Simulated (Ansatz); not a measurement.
Ansatz (a quantum-chemistry and plane-wave program) input (CCSD(T)/aug-cc-pVDZ):

Ansatz 0.2 input:
```yaml
crystal:
  periodic: [false, false, false]
  atoms:
    - {symbol: Ge, position_ang: [0.45971327, -0.54685647, 0.74244815]}
    - {symbol: O, position_ang: [2.01997716, -0.93290290, 0.28985494]}
    - {symbol: Br, position_ang: [-0.88201833, 0.71321801, -0.74506229]}
basis:
  gaussian:
    orbitals: aug-cc-pVDZ
total_charge: -1
magnetization: {spin_polarized: false}
correlation: {method: ccsd_t, electrons: outside_noble_gas}
```

Output:

```
Functional definition: HF
integrals: 0.12 GiB planned
1022 factors; integrals over basis functions are off by at most 6.0e-4 eV
mean field: 0.53 GiB planned
mean field evaluation 1: about -128508.6459 eV, gradient 2.7e1 eV
mean field evaluation 2: about -128508.6670 eV, gradient 2.7e1 eV
mean field evaluation 4: about -128510.5572 eV, gradient 2.4e0 eV
mean field evaluation 8: about -128510.5880 eV, gradient 2.5e-1 eV
mean field evaluation 16: about -128508.6788 eV, gradient 3.1e1 eV
mean field evaluation 32: about -128503.4882 eV, gradient 3.4e-6 eV
mean field -128510.58886120 eV, -4722.6770330434 hartree, gradient 2.2e-6 eV, S^2 0.000000; 3 other end points of the search recorded, 0 dependent functions left out
determinant -128510.58886120 eV, -4722.6770330434 hartree, with singles and doubles -128522.58304321 eV, -4723.1178111023 hartree
determinant -128503.48822069 eV, -4722.4160893177 hartree, with singles and doubles -128515.84893725 eV, -4722.8703372728 hartree
29 core orbitals not correlated
reference -128510.58886120 eV, -4722.6770330434 hartree; 9, 9 occupied and 57, 57 virtual orbitals, 1022 factors
second order -11.79992173 eV of doubles, -0.00000000 eV of singles
coupled cluster: 0.21 GiB planned
cycle   1  -11.99551041 eV  change   -1.3e-3 eV  update   2.3e-3
cycle   2  -11.99491298 eV  change    6.0e-4 eV  update   1.5e-3
cycle   3  -11.99417287 eV  change    7.4e-4 eV  update   1.0e-3
cycle   4  -11.99490415 eV  change   -7.3e-4 eV  update   2.4e-4
cycle   5  -11.99545471 eV  change   -5.5e-4 eV  update   8.3e-5
cycle   6  -11.99541498 eV  change    4.0e-5 eV  update   3.6e-5
cycle   7  -11.99539779 eV  change    1.7e-5 eV  update   1.4e-5
cycle   8  -11.99539588 eV  change    1.9e-6 eV  update   6.8e-6
perturbative correction -0.51878519 eV, -0.0190650042 hartree
Total energy: -128523.10304227 eV, -4723.1369207154 hartree
```

This state (charge -1, singlet) is run at the relaxed geometry of the species with charge 0 and multiplicity 2.
